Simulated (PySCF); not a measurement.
Calculation: PySCF 2.14.0 with PBE-D3(BJ)/def2-TZVP // B3LYP-D3(BJ)/def2-TZVP. All species are isolated molecules in the gas phase. Excitations are Tamm–Dancoff values on a coarser integration grid. The basis has no diffuse functions, so Rydberg states are missing or too high.

Reference species (SMILES): `[CH3][Al]([CH3])[F]` (neutral, multiplicity 1).

The brightest of the four lowest singlets (TDA) is 6.32 eV. The HOMO comes out as -6.62 eV and the HOMO–LUMO gap is 5.56 eV.

Changed species: `[CH3][Al]([F])[F]` (1 of 3 F replaced by CH3; the reference has 2 of 3 F replaced by CH3).

### Question
Predict the effect on the brightest of the four lowest singlets (TDA), HOMO and HOMO–LUMO gap.

### Answer
the brightest of the four lowest singlets (TDA) rises by 0.82 eV, to 7.14 eV; the HOMO decreases by 1.30 eV, to -7.92 eV; the HOMO–LUMO gap rises by 0.97 eV, to 6.53 eV.
